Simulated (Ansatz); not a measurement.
Born–Oppenheimer molecular dynamics of a periodic cell of 17 atoms, Ba16O (host Ba, host structure bcc, interstitial O). It goes on from the last frame of an earlier run, with new velocities.

Method: Ansatz, DFT PBE, scalar-relativistic, plane waves, PAW. Settings: cutoff 420 eV, k mesh 1x1x1, fermi-dirac smearing 0.15 eV, no spin polarisation.

| Property | Result |
| --- | --- |
| ensemble | NVT, Nosé–Hoover chain |
| time step | 1 fs |
| steps asked | 300 |
| set temperature | 1260 K |
| thermostat | time constant 200 fs, chain length 3 |
| seed | 728183 |

Frames 10 fs apart, positions in Å, forces in eV/Å.

Velocities at 10 fs (Å/ps):

```
Ba 0.77 -2.54 -2.21
Ba 0.80 -0.09 -3.17
Ba -2.92 0.30 -0.05
Ba 1.31 4.33 4.05
Ba -1.93 -0.49 -2.12
Ba -2.26 -1.52 1.51
Ba 0.23 3.53 -2.65
Ba 1.18 -3.48 2.30
Ba 2.16 2.40 -0.22
Ba -1.71 1.14 0.31
Ba -1.70 -2.92 5.60
Ba -2.45 0.58 -1.74
Ba -2.37 -3.80 -2.02
Ba 2.00 -1.81 -1.89
Ba 5.73 0.31 0.51
Ba 2.67 5.10 1.27
O -12.92 -8.97 4.57
```

```xyz
17
Lattice="10.0400 0.0000 0.0000 0.0000 10.0400 0.0000 0.0000 0.0000 10.0400" Properties=species:S:1:pos:R:3:forces:R:3 time_fs=10 energy_less_start_eV=0.288 T=1121
Ba 0.248 -0.383 -0.150 -0.12 0.38 0.13
Ba 5.789 -0.260 0.316 -0.61 -0.20 -0.17
Ba 0.232 4.822 0.219 -0.22 -0.68 0.05
Ba 0.370 -0.151 5.167 0.18 -0.41 0.31
Ba 2.484 2.349 2.244 -0.11 -0.21 0.04
Ba 5.582 4.976 0.239 -0.26 -0.22 -0.02
Ba 5.391 -0.176 4.406 -0.22 -0.17 0.88
Ba 8.262 2.127 2.977 -1.33 -0.06 -0.38
Ba 0.483 4.344 5.164 -0.07 0.62 0.05
Ba 2.389 7.659 2.411 0.68 -0.49 0.22
Ba 3.455 2.099 7.628 -0.64 0.08 -0.01
Ba 5.174 4.867 4.582 0.08 -0.06 0.48
Ba 7.974 7.226 2.748 0.12 0.24 -0.06
Ba 7.496 1.996 7.753 0.58 0.43 -0.47
Ba 3.050 7.321 7.782 -0.04 0.08 -0.42
Ba 7.602 7.342 7.459 0.27 -0.11 -0.13
O 0.069 2.847 2.071 1.71 0.80 -0.51
17
Lattice="10.0400 0.0000 0.0000 0.0000 10.0400 0.0000 0.0000 0.0000 10.0400" Properties=species:S:1:pos:R:3:forces:R:3 time_fs=20 energy_less_start_eV=0.551 T=995
Ba 0.255 -0.407 -0.172 -0.11 0.41 0.18
Ba 5.795 -0.262 0.284 -0.62 -0.21 -0.09
Ba 0.202 4.823 0.219 -0.18 -0.68 0.03
Ba 0.384 -0.109 5.209 0.21 -0.50 0.24
Ba 2.464 2.343 2.223 -0.17 -0.24 0.08
Ba 5.558 4.960 0.254 -0.22 -0.22 -0.08
Ba 5.393 -0.141 4.382 -0.24 -0.21 0.88
Ba 8.268 2.091 3.000 -1.98 -0.27 -0.07
Ba 0.505 4.370 5.162 -0.09 0.59 0.08
Ba 2.374 7.668 2.415 0.68 -0.49 0.20
Ba 3.436 2.070 7.684 -0.60 0.14 -0.09
Ba 5.150 4.872 4.566 0.10 -0.09 0.53
Ba 7.951 7.189 2.728 0.17 0.35 -0.01
Ba 7.518 1.979 7.733 0.53 0.49 -0.42
Ba 3.108 7.325 7.785 -0.12 0.09 -0.41
Ba 7.630 7.392 7.471 0.21 -0.22 -0.17
O 0.003 2.785 2.096 2.44 1.07 -0.86
17
Lattice="10.0400 0.0000 0.0000 0.0000 10.0400 0.0000 0.0000 0.0000 10.0400" Properties=species:S:1:pos:R:3:forces:R:3 time_fs=30 energy_less_start_eV=0.455 T=1043
Ba 0.262 -0.428 -0.192 -0.11 0.44 0.23
Ba 5.797 -0.265 0.251 -0.59 -0.20 0.00
Ba 0.171 4.819 0.219 -0.10 -0.72 0.04
Ba 0.399 -0.070 5.252 0.22 -0.57 0.17
Ba 2.443 2.336 2.202 0.01 -0.25 0.12
Ba 5.533 4.943 0.269 -0.16 -0.22 -0.14
Ba 5.392 -0.108 4.365 -0.28 -0.28 0.91
Ba 8.262 2.054 3.021 -1.03 0.15 -0.56
Ba 0.525 4.400 5.160 -0.11 0.53 0.08
Ba 2.364 7.674 2.420 0.67 -0.48 0.19
Ba 3.412 2.042 7.740 -0.53 0.19 -0.19
Ba 5.126 4.877 4.554 0.13 -0.12 0.57
Ba 7.929 7.154 2.708 0.19 0.46 0.04
Ba 7.544 1.966 7.709 0.46 0.54 -0.37
Ba 3.164 7.329 7.786 -0.20 0.09 -0.41
Ba 7.659 7.441 7.482 0.14 -0.33 -0.22
O 0.074 2.785 2.074 1.29 0.77 -0.45
17
Lattice="10.0400 0.0000 0.0000 0.0000 10.0400 0.0000 0.0000 0.0000 10.0400" Properties=species:S:1:pos:R:3:forces:R:3 time_fs=40 energy_less_start_eV=0.455 T=1045
Ba 0.268 -0.447 -0.211 -0.10 0.46 0.28
Ba 5.794 -0.269 0.218 -0.55 -0.18 0.08
Ba 0.139 4.809 0.219 0.01 -0.73 0.03
Ba 0.416 -0.036 5.297 0.22 -0.63 0.10
Ba 2.423 2.327 2.182 0.69 -0.36 0.21
Ba 5.507 4.924 0.282 -0.10 -0.23 -0.19
Ba 5.390 -0.077 4.354 -0.32 -0.35 0.93
Ba 8.248 2.018 3.038 0.01 0.57 -1.06
Ba 0.545 4.434 5.159 -0.13 0.46 0.07
Ba 2.359 7.677 2.427 0.65 -0.46 0.18
Ba 3.385 2.016 7.793 -0.46 0.24 -0.29
Ba 5.104 4.881 4.546 0.17 -0.14 0.60
Ba 7.908 7.123 2.687 0.20 0.57 0.10
Ba 7.573 1.957 7.683 0.39 0.58 -0.32
Ba 3.219 7.333 7.784 -0.28 0.10 -0.40
Ba 7.689 7.488 7.491 0.07 -0.43 -0.26
O 0.220 2.832 2.025 -0.47 0.53 -0.05
17
Lattice="10.0400 0.0000 0.0000 0.0000 10.0400 0.0000 0.0000 0.0000 10.0400" Properties=species:S:1:pos:R:3:forces:R:3 time_fs=50 energy_less_start_eV=0.674 T=942
Ba 0.273 -0.462 -0.227 -0.10 0.46 0.32
Ba 5.787 -0.275 0.186 -0.50 -0.15 0.16
Ba 0.107 4.795 0.220 0.11 -0.65 -0.02
Ba 0.434 -0.006 5.342 0.20 -0.67 0.00
Ba 2.408 2.315 2.164 1.55 -0.59 0.36
Ba 5.480 4.903 0.294 -0.05 -0.24 -0.23
Ba 5.386 -0.048 4.350 -0.35 -0.40 0.94
Ba 8.233 1.986 3.048 0.40 0.75 -1.21
Ba 0.564 4.471 5.159 -0.14 0.39 0.06
Ba 2.358 7.677 2.435 0.62 -0.43 0.16
Ba 3.355 1.991 7.845 -0.38 0.29 -0.39
Ba 5.082 4.884 4.542 0.22 -0.17 0.62
Ba 7.888 7.095 2.668 0.21 0.66 0.16
Ba 7.604 1.951 7.655 0.30 0.61 -0.26
Ba 3.272 7.338 7.779 -0.37 0.10 -0.38
Ba 7.720 7.532 7.499 0.01 -0.52 -0.31
O 0.340 2.912 1.970 -1.74 0.57 0.04
17
Lattice="10.0400 0.0000 0.0000 0.0000 10.0400 0.0000 0.0000 0.0000 10.0400" Properties=species:S:1:pos:R:3:forces:R:3 time_fs=60 energy_less_start_eV=0.778 T=897
Ba 0.277 -0.473 -0.242 -0.08 0.44 0.37
Ba 5.777 -0.282 0.154 -0.46 -0.12 0.23
Ba 0.076 4.776 0.220 0.15 -0.48 -0.16
Ba 0.454 0.019 5.387 0.20 -0.69 -0.11
Ba 2.402 2.299 2.148 1.37 -0.57 0.42
Ba 5.453 4.880 0.305 -0.01 -0.25 -0.26
Ba 5.379 -0.022 4.352 -0.36 -0.44 0.93
Ba 8.221 1.959 3.050 0.51 0.83 -1.23
Ba 0.583 4.511 5.159 -0.16 0.32 0.04
Ba 2.362 7.673 2.444 0.60 -0.39 0.13
Ba 3.321 1.968 7.895 -0.31 0.34 -0.48
Ba 5.062 4.886 4.543 0.25 -0.19 0.63
Ba 7.870 7.072 2.649 0.21 0.73 0.20
Ba 7.638 1.950 7.624 0.20 0.62 -0.19
Ba 3.322 7.345 7.771 -0.44 0.10 -0.37
Ba 7.750 7.572 7.504 -0.05 -0.60 -0.35
O 0.363 3.026 1.919 -1.63 0.35 0.20
17
Lattice="10.0400 0.0000 0.0000 0.0000 10.0400 0.0000 0.0000 0.0000 10.0400" Properties=species:S:1:pos:R:3:forces:R:3 time_fs=70 energy_less_start_eV=0.801 T=891
Ba 0.281 -0.482 -0.254 -0.06 0.41 0.41
Ba 5.764 -0.290 0.124 -0.42 -0.08 0.29
Ba 0.045 4.754 0.218 0.13 -0.14 -0.48
Ba 0.475 0.040 5.432 0.21 -0.70 -0.23
Ba 2.406 2.280 2.135 0.45 -0.23 0.38
Ba 5.425 4.856 0.314 0.01 -0.24 -0.29
Ba 5.370 0.001 4.361 -0.36 -0.46 0.92
Ba 8.213 1.938 3.043 0.55 0.91 -1.24
Ba 0.600 4.554 5.159 -0.18 0.23 0.00
Ba 2.369 7.667 2.454 0.57 -0.34 0.11
Ba 3.286 1.948 7.941 -0.23 0.39 -0.56
Ba 5.044 4.887 4.548 0.28 -0.22 0.62
Ba 7.854 7.054 2.632 0.21 0.76 0.24
Ba 7.674 1.954 7.593 0.10 0.62 -0.11
Ba 3.370 7.351 7.761 -0.49 0.10 -0.35
Ba 7.781 7.608 7.507 -0.11 -0.68 -0.39
O 0.292 3.158 1.881 -0.66 -0.35 0.67
17
Lattice="10.0400 0.0000 0.0000 0.0000 10.0400 0.0000 0.0000 0.0000 10.0400" Properties=species:S:1:pos:R:3:forces:R:3 time_fs=80 energy_less_start_eV=0.916 T=842
Ba 0.284 -0.488 -0.263 -0.04 0.37 0.45
Ba 5.748 -0.298 0.096 -0.38 -0.04 0.34
Ba 0.016 4.731 0.214 0.13 0.23 -0.87
Ba 0.498 0.055 5.475 0.21 -0.70 -0.36
Ba 2.413 2.258 2.125 -0.15 0.05 0.37
Ba 5.398 4.830 0.321 0.03 -0.23 -0.31
Ba 5.358 0.021 4.377 -0.34 -0.48 0.90
Ba 8.209 1.923 3.027 0.54 0.96 -1.21
Ba 0.616 4.598 5.159 -0.21 0.15 -0.04
Ba 2.381 7.659 2.464 0.54 -0.30 0.08
Ba 3.249 1.929 7.983 -0.15 0.44 -0.64
Ba 5.027 4.886 4.557 0.30 -0.24 0.61
Ba 7.839 7.042 2.617 0.22 0.77 0.26
Ba 7.710 1.961 7.560 0.00 0.62 -0.03
Ba 3.414 7.359 7.748 -0.55 0.10 -0.33
Ba 7.811 7.639 7.508 -0.16 -0.74 -0.41
O 0.178 3.270 1.884 -0.01 -0.97 1.19
17
Lattice="10.0400 0.0000 0.0000 0.0000 10.0400 0.0000 0.0000 0.0000 10.0400" Properties=species:S:1:pos:R:3:forces:R:3 time_fs=90 energy_less_start_eV=0.956 T=831
Ba 0.287 -0.491 -0.269 -0.01 0.33 0.49
Ba 5.729 -0.306 0.071 -0.34 -0.01 0.38
Ba -0.013 4.709 0.204 0.19 0.15 -0.77
Ba 0.522 0.066 5.516 0.22 -0.69 -0.48
Ba 2.420 2.237 2.117 -0.39 0.17 0.43
Ba 5.371 4.802 0.325 0.05 -0.20 -0.33
Ba 5.344 0.038 4.398 -0.31 -0.48 0.87
Ba 8.208 1.915 3.003 0.51 0.98 -1.14
Ba 0.630 4.643 5.159 -0.24 0.05 -0.10
Ba 2.397 7.648 2.476 0.51 -0.26 0.04
Ba 3.210 1.915 8.021 -0.08 0.50 -0.70
Ba 5.013 4.883 4.571 0.31 -0.25 0.60
Ba 7.825 7.035 2.603 0.23 0.74 0.26
Ba 7.747 1.974 7.527 -0.08 0.61 0.05
Ba 3.455 7.367 7.733 -0.60 0.09 -0.30
Ba 7.840 7.666 7.505 -0.20 -0.79 -0.41
O 0.062 3.327 1.955 0.24 -0.95 1.12
17
Lattice="10.0400 0.0000 0.0000 0.0000 10.0400 0.0000 0.0000 0.0000 10.0400" Properties=species:S:1:pos:R:3:forces:R:3 time_fs=100 energy_less_start_eV=0.906 T=865
Ba 0.290 -0.492 -0.272 0.01 0.27 0.53
Ba 5.707 -0.315 0.048 -0.29 0.02 0.39
Ba -0.041 4.687 0.188 0.26 -0.24 -0.20
Ba 0.548 0.072 5.554 0.21 -0.68 -0.59
Ba 2.424 2.217 2.113 -0.47 0.21 0.51
Ba 5.343 4.773 0.328 0.07 -0.15 -0.36
Ba 5.327 0.052 4.426 -0.26 -0.46 0.83
Ba 8.211 1.914 2.970 0.37 0.88 -0.96
Ba 0.643 4.689 5.159 -0.28 -0.05 -0.17
Ba 2.416 7.636 2.487 0.47 -0.23 -0.01
Ba 3.171 1.903 8.054 -0.03 0.56 -0.76
Ba 5.001 4.879 4.589 0.32 -0.26 0.57
Ba 7.813 7.032 2.591 0.24 0.70 0.24
Ba 7.783 1.990 7.494 -0.16 0.60 0.14
Ba 3.491 7.376 7.716 -0.65 0.07 -0.25
Ba 7.867 7.687 7.499 -0.25 -0.82 -0.40
O -0.041 3.329 2.092 0.45 -0.42 0.48
17
Lattice="10.0400 0.0000 0.0000 0.0000 10.0400 0.0000 0.0000 0.0000 10.0400" Properties=species:S:1:pos:R:3:forces:R:3 time_fs=110 energy_less_start_eV=0.930 T=865
Ba 0.293 -0.491 -0.271 0.02 0.21 0.54
Ba 5.683 -0.324 0.027 -0.24 0.05 0.39
Ba -0.067 4.664 0.171 0.31 -0.44 0.25
Ba 0.576 0.073 5.587 0.20 -0.66 -0.70
Ba 2.424 2.198 2.112 -0.49 0.22 0.59
Ba 5.317 4.742 0.327 0.10 -0.10 -0.38
Ba 5.309 0.062 4.460 -0.20 -0.43 0.78
Ba 8.216 1.919 2.931 -0.02 0.54 -0.67
Ba 0.654 4.735 5.157 -0.33 -0.17 -0.25
Ba 2.439 7.622 2.499 0.42 -0.20 -0.06
Ba 3.131 1.896 8.082 0.02 0.62 -0.80
Ba 4.991 4.872 4.611 0.33 -0.27 0.54
Ba 7.803 7.035 2.580 0.24 0.66 0.22
Ba 7.818 2.011 7.462 -0.23 0.57 0.22
Ba 3.523 7.385 7.697 -0.70 0.05 -0.21
Ba 7.893 7.702 7.491 -0.28 -0.84 -0.37
O -0.116 3.307 2.259 0.86 0.19 -0.12
17
Lattice="10.0400 0.0000 0.0000 0.0000 10.0400 0.0000 0.0000 0.0000 10.0400" Properties=species:S:1:pos:R:3:forces:R:3 time_fs=120 energy_less_start_eV=1.002 T=843
Ba 0.297 -0.488 -0.266 0.03 0.15 0.54
Ba 5.658 -0.332 0.009 -0.19 0.08 0.39
Ba -0.090 4.638 0.155 0.38 -0.42 0.43
Ba 0.606 0.070 5.617 0.17 -0.63 -0.80
Ba 2.421 2.181 2.115 -0.47 0.23 0.66
Ba 5.290 4.711 0.324 0.13 -0.04 -0.39
Ba 5.289 0.069 4.500 -0.13 -0.39 0.72
Ba 8.221 1.927 2.887 -0.46 0.15 -0.41
Ba 0.662 4.780 5.153 -0.38 -0.30 -0.32
Ba 2.465 7.606 2.510 0.38 -0.18 -0.10
Ba 3.091 1.893 8.105 0.05 0.67 -0.82
Ba 4.983 4.864 4.637 0.36 -0.28 0.50
Ba 7.794 7.043 2.571 0.23 0.62 0.20
Ba 7.852 2.036 7.432 -0.29 0.53 0.29
Ba 3.551 7.395 7.676 -0.75 0.02 -0.16
Ba 7.918 7.712 7.480 -0.32 -0.85 -0.33
O -0.139 3.295 2.422 1.26 0.63 -0.39
```

Of the whole run (300 fs, mean temperature of the second half 1411 K): The conserved energy stayed within 0.028 meV per atom of its start (net change 0.0066 meV per atom), so the integration is sound. The mean temperature of the second half is 12 % above the set value. A run of 0.3 ps of so small a system gives no equilibrium averages. Limits of this set-up: coarse k mesh, a small cell, in which the defect meets its images.

The run took 9.8 min on 2 threads of Intel(R) Xeon(R) Platinum 8488C (Sapphire Rapids), with other jobs on the host, peak memory 0.92 GiB.
